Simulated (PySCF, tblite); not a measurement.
Compound: C6H13NS.
Atom-mapped SMILES: `[CH3:1][CH2:2][C:3](=[S:4])[N:5]([CH3:6])[CH2:7][CH3:8]` (hydrogens: H9, H10, H11 on C1; H12, H13 on C2; H14, H15, H16 on C6; H17, H18 on C7; H19, H20, H21 on C8)

Structure used (GFN2-xTB), in Å, numbered top down from 1:
```xyz
21
C6H13NS angstrom
C      3.0646   -0.3894   -0.3634
C      1.8136    0.3653    0.0627
C      0.5808   -0.4962    0.1044
S      0.6257   -2.0712   -0.3785
N     -0.5507    0.0749    0.5539
C     -0.6193    1.4755    0.8977
C     -1.7860   -0.6805    0.6161
C     -2.6126   -0.5202   -0.6563
H      2.9379   -0.8046   -1.3596
H      3.2613   -1.2113    0.3200
H      3.9213    0.2807   -0.3663
H      1.6363    1.1937   -0.6319
H      1.9732    0.8004    1.0545
H     -0.3247    2.1086    0.0570
H      0.0318    1.7061    1.7454
H     -1.6417    1.7241    1.1723
H     -2.3520   -0.3459    1.4895
H     -1.5243   -1.7330    0.7477
H     -3.5264   -1.1021   -0.5786
H     -2.0434   -0.8804   -1.5091
H     -2.8741    0.5226   -0.8234
```

Theory: PBE0/pcSseg-1 in PySCF (dipole) on a GFN2-xTB geometry, gas phase.

Take the most abundant isotopes and a rigid rotor. The values belong to one conformer with, in the numbering `[CH3:1][CH2:2][C:3](=[S:4])[N:5]([CH3:6])[CH2:7][CH3:8]`, C1–C2–C3–S4 -4°, C2–C3–N5–C6 4°, C3–N5–C7–C8 -92°.

Give the principal moments of inertia and the rotational constants in MHz.

Ia = 204.73, Ib = 403.09, Ic = 557.26 u·Å²; 505379 MHz·u·Å²/I gives A = 2468, B = 1254, C = 906.9 MHz.

What kind of rotor is it?

An asymmetric top; Ray's κ = -0.556.

What does the inertial defect say?

Not planar: Δ = Ic − Ia − Ib = -50.56 u·Å². For a rigid frame Δ = −2 Σ m c², so Σ m c² = 25.28 u·Å² lies off the ab plane: 11.59 from hydrogen and 13.69 from heavier atoms. The atom farthest from that plane is 1.44 Å away.

Which types of transition are allowed, and where do some lines up to J = 5 fall?

The dipole components are |μa| = 2.13 D, |μb| = 4.18 D, |μc| = 0.11 D. Intensities carry the squares of the components, which stand as 0.26 : 1.00 : 0.00 (a : b : c). Some lines, for components of 0.1 D or more:

| type | branch | J(Ka,Kc) | MHz | lower level (cm⁻¹) |
| --- | --- | --- | --- | --- |
| a | Q | 2(1,1) ← 2(1,2) | 1041 | 0.245 |
| c | Q | 3(3,1) ← 3(2,1) | 6670 | 0.628 |
| a | R | 3(2,1) ← 2(2,0) | 6726 | 0.404 |
| b | R | 4(0,4) ← 3(1,3) | 7482 | 0.443 |
| b | R | 2(2,1) ← 1(1,0) | 8312 | 0.124 |
| b | R | 5(0,5) ← 4(1,4) | 9535 | 0.704 |
| a | R | 5(2,3) ← 4(2,2) | 11565 | 0.933 |
| b | Q | 5(5,0) ← 5(4,1) | 12355 | 1.829 |
| c | R | 5(2,4) ← 4(1,4) | 16655 | 0.704 |
| c | R | 5(3,2) ← 4(2,2) | 17444 | 0.933 |

Its GFN2-xTB frequencies are all real (lowest 42 cm⁻¹). Zero-point vibration and centrifugal distortion are left out. A rigid rotor knows nothing of internal rotation, which can split or shift real lines. Quadrupole hyperfine structure (14N) is left out.
